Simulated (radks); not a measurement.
Results of a calculation; reference values are marked as such.
Problem. These are the eigenvalues of the occupied orbitals of an atom or ion with whole-number occupations (hartree). Code: a radial shooting solver on a logarithmic mesh with Libxc functionals. Model: non-relativistic Kohn-Sham, MS2 meta-GGA, spin-polarised, spherical densities, point nucleus; meta-GGA in the generalised Kohn-Sham scheme.

1s up: -17.76179
1s down: -17.71426
2s up: -3.31342

Which element is it, and in what charge state? The configuration may be excited. Open shells, if any, are filled with parallel spins first.

Solution. Z = 7, nitrogen, charge +4: N4+ in [He] 2s1. The list shows which subshells hold electrons but not how many an open one holds; the 1s level, -17.762 hartree, gives Z - s = 6.0 by -(Z - s)^2/2, which with screening narrows Z to a few neighbours, and the depths of the outer levels then fix element, charge and occupations together.
